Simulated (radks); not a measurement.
Values are calculated unless marked as measured or tabulated.
Question: Neutral copper: order these configurations by energy. Level of theory: scalar-relativistic Kohn-Sham, PBE, spin-polarised, spherical densities, finite nucleus; Fermi nuclear charge, rms radius of each element as measured or else 0.836 A^(1/3) + 0.57 fm (a radial shooting solver on a logarithmic mesh with Libxc functionals). Open shells are filled with parallel spins first. [Ar] 3d10 4p1; [Ar] 3d10 4s1; [Ar] 3d9 4s1 4p1; [Ar] 3d9 4s2.

Answer: From the lowest, in eV above it: [Ar] 3d10 4s1 0.000; [Ar] 3d9 4s2 1.950; [Ar] 3d10 4p1 4.203; [Ar] 3d9 4s1 4p1 5.919.
